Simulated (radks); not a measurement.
Values are calculated unless marked as measured or tabulated.
Question: Sr11+, 27 electrons, occupied as [Ar] 3d(3/2: 3, 5/2: 6). Level of theory: Dirac Kohn-Sham, BLYP, spin-unpolarised, spherical densities, finite nucleus; Fermi nuclear charge, rms radius 4.224 fm (a radial shooting solver on a logarithmic mesh with Libxc functionals).

Spin-orbit splittings of the eigenvalues, e(l+1/2) - e(l-1/2), with zeta = 2 splitting/(2l+1) and mean radii in bohr:

| shell | occ. | splitting (eV) | zeta (eV) | <r> j=l-1/2 | <r> j=l+1/2 |
|---|---|---|---|---|---|
| 2p | 6 | 68.60 | 45.73 | 0.1473 | 0.1515 |
| 3p | 6 | ? | ? | 0.4802 | 0.4897 |
| 3d | 9 | 2.004 | 0.8016 | 0.4711 | 0.4742 |

Estimate the 3p splitting.

Answer: 11.02 eV (zeta = 7.346 eV).
